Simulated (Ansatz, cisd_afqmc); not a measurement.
System: In, charge 0, doublet.

Total energies in def2-TZVPP, 3 correlated electrons, 9 frozen orbitals. UHF or UKS for unpaired electrons; spin-orbit terms are left out. Cores are frozen in correlated methods (noble-gas shells, and filled d and f shells in the p block). Past Kr the def2 sets carry scalar-relativistic core potentials. AFQMC/CISD: phaseless, guided by CISD from CCSD amplitudes; bars are statistical, one sigma. Outlying blocks are dropped, and bars are widened where a walk drifts. Over all cases where full CI ran beside it in this data, AFQMC minus full CI had a median of +0.1 mEh and passed +0.4 mEh in a tenth of the cases. Spin-orbit terms, left out, reach several kcal/mol for Br and I, and more for heavier atoms.

```tsv
method	program	energy (Eh)	minus CCSDT (mEh)
HF	Ansatz	-189.21003	42.40
MP2	Ansatz	-189.23995	12.49
CCSD	Ansatz	-189.25145	0.99
CCSD(T)	Ansatz	-189.25218	0.25
CCSDT	Ansatz	-189.25243	0.00
AFQMC/CISD	cisd_afqmc	-189.2523 ± 0.0001	0.1 ± 0.1
```

Ansatz is a first-principles code.
